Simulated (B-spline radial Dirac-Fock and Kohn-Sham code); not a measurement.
# Kohn-Sham estimates against Dirac-Fock for the levels of Xe²⁺

System: Xe²⁺, configuration [Kr] 4d10 5s1 5p5 (not the ground configuration).

The density-functional columns are spherical, spin-unpolarised Dirac-Kohn-Sham results without Breit or QED terms: −ε is minus the orbital energy of the initial state and ΔSCF the difference of two total energies. The reference in the last column comes from Dirac-Fock ΔSCF + Breit + QED. All numbers are from a radial B-spline solver, in eV; a selection of levels is shown. For the 1s level of heavy atoms much of the gap between ΔSCF and the reference is the Breit and QED part, -123.4 eV here; for other levels the error of the functional can be larger.

```
     level   LDA −ε  LDA ΔSCF  Dirac-Fock
    K (1s)  34329.8   34700.5     34588.4
   L1 (2s)   5361.4    5428.9      5483.6
L2 (2p1/2)   5041.2    5125.3      5132.4
L3 (2p3/2)   4717.1    4795.3      4812.0
   M1 (3s)   1114.4    1138.0      1175.8
M2 (3p1/2)    981.0    1005.5      1030.1
M3 (3p3/2)    919.5     943.0       967.9
M4 (3d3/2)    683.8     710.0       713.8
M5 (3d5/2)    670.7     696.6       701.2
N2 (4p1/2)    172.2     183.1       193.4
N4 (4d3/2)    83.14     92.91       92.52
N5 (4d5/2)    81.13     90.81       90.54
   O1 (5s)    40.30     46.10       47.57
 O2,3 (5p)    27.47     32.61       30.62
```

Values without a named source are computed, but for edge energies of neutral atoms, which are taken from tables.
